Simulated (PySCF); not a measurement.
Compound: C4H4O2S.
Structure used (PBE0-D3(BJ)/def2-SVP), in Å, numbered top down from 1:
```
atom  x, y, z in Å
O1     2.1008    0.1178    1.2875
S2     1.3609   -0.2305    0.0822
O3     2.0587   -0.7904   -1.0675
C4     0.3246    1.1330   -0.4282
C5    -0.9614    0.7986   -0.2847
C6    -1.1786   -0.5663    0.2442
C7    -0.0527   -1.2421    0.4922
H8     0.7750    2.0568   -0.7903
H9    -1.7953    1.4590   -0.5303
H10   -2.1811   -0.9658    0.4088
H11    0.0925   -2.2505    0.8781
```

Lines to be assigned: C 1s: 291.28 (area 2), 291.74 (area 2) eV; O 1s: 537.75 eV; S 1s: 2482.96 eV; S 2p3/2: 174.11 eV.

Computed, not measured: PySCF, delta-SCF UKS SCAN, pcX-2 on the ionised atom, pcseg-1 elsewhere, spin-free X2C. Isolated species at its PBE0-D3(BJ)/def2-SVP geometry, gas phase.

Question: Assign the C 1s lines to atoms.

Answer: 291.28 eV: C4/C7 (alkene CH carbon); 291.74 eV: C5/C6 (alkene CH carbon). Lowest listed C 1s: C4/C7, bonded to S, C (double bond) and H. Highest, 0.46 eV above it: C5/C6, bonded to C (double bond), C and H.

Bonded neighbours of each site: O1/O3: S (double bond); S2: 2 O (double bond) and 2 C; C4/C7: S, C (double bond) and H; C5/C6: C (double bond), C and H.

Question: Which photon energy gives electrons from S 1s of S2 a kinetic energy of 50 eV, and what is their de Broglie wavelength?

Answer: hν = 2482.96 + 50 = 2532.96 eV, recoil neglected; λ = 12.264 Å/√(E/eV) = 1.73 Å.

Atoms equivalent by their bonding share one computed value, that of the first of them. Spin contamination (⟨S²⟩ against 0.75 for a pure doublet) is marked for C 1s of C5/C6 (0.92), which makes this value less certain. 2p3/2 and 2p1/2 are the ΔSCF energy of one spin-free 2p hole plus the eigenvalues of a spin–orbit and ligand-field matrix of the shell. 2p1/2 minus 2p3/2 (ligand field included): S 1.23 eV.
